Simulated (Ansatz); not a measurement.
Basis-set extrapolation for CH$_{3}$AlCl$_{2}$, SMILES `[CH3][Al]([Cl])[Cl]` (PBE0-D4/def2-TZVP geometry, frozen core, the Gaussian-basis code of Ansatz). Multiplicity 1, RHF reference.

```json
{"": "HF", "def2-TZVPP": "-1200.746166", "def2-QZVPP": "-1200.780497"}
{"": "MP2 correlation", "def2-TZVPP": "-0.625590", "def2-QZVPP": "-0.682842"}
{"": "CCSD(T) correlation", "def2-TZVPP": "-0.702079", "def2-QZVPP": "not run"}
```

Energies in hartree. Use E(X) = E(∞) + A·exp(−7.88·√X) for Hartree–Fock and E(X) = E(∞) + B·X^(−2.97) for correlation, with X = 3 and 4, and add CCSD(T) minus MP2 of the smaller set to the MP2 limit.

Question: What is the CCSD(T) energy at the basis-set limit?

Answer: HF limit: -1200.780497 + (-0.034331) × 0.13774 = -1200.78523. MP2 limit: -0.682842 + (-0.057252) × 0.74074 = -0.72525. Higher-order term: -0.702079 − (-0.625590) = -0.07649. Total: -1201.58697 hartree, 364.2 kJ/mol below CCSD(T)/def2-TZVPP.
